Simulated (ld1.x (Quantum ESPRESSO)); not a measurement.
## u(r) = r·R(r): atom against pseudo-atom (magnesium)

Columns: radius, all-electron u(r) and pseudo u(r) of the 3p shell (level -1.73 eV) of magnesium in the configuration [He] 2s2 2p6 3s1.5 3p0.5; PBE, non-relativistic, PAW scheme, ld1.x (Quantum ESPRESSO) 7.5.

```
r (bohr)  all-electron   pseudo
   0.078        0.0336   0.0194
   0.155        0.0871   0.0733
   0.232        0.1307   0.1531
   0.310        0.1575   0.2471
   0.388        0.1674   0.3392
   0.465        0.1637   0.4137
   0.542        0.1498   0.4606
   0.620        0.1285   0.4733
   0.698        0.1021   0.4497
   0.775        0.0730   0.3946
   0.852        0.0420   0.3163
   0.930        0.0098   0.2238
   1.008       -0.0226   0.1290
   1.085       -0.0543   0.0423
   1.162       -0.0853  -0.0318
   1.240       -0.1159  -0.0915
   1.318       -0.1452  -0.1370
   1.395       -0.1731  -0.1713
   1.472       -0.1996  -0.1995
   1.550       -0.2252  -0.2252
   1.628       -0.2493  -0.2493
   1.705       -0.2719  -0.2719
   1.782       -0.2932  -0.2932
   1.860       -0.3135  -0.3135
   1.938       -0.3326  -0.3326
   2.015       -0.3504  -0.3504
```

**Question.** How many radial nodes do the two functions have?

**Answer.** The all-electron 3p function has n − l − 1 = 1; the pseudo-wave has 1, since 1 lower shell of the same l stays in the valence.

**Question.** At about which radius was the pseudo-wave matched?

**Answer.** 1.55 bohr. The columns agree to 0.0005 from 1.47 bohr on; several derivatives are matched, so the curves merge somewhat inside the radius.

**Question.** Is the pseudo-wave norm-conserving?

**Answer.** No, it belongs to a PAW set: the norm inside the radius is not constrained, and the difference is carried by the augmentation charge.
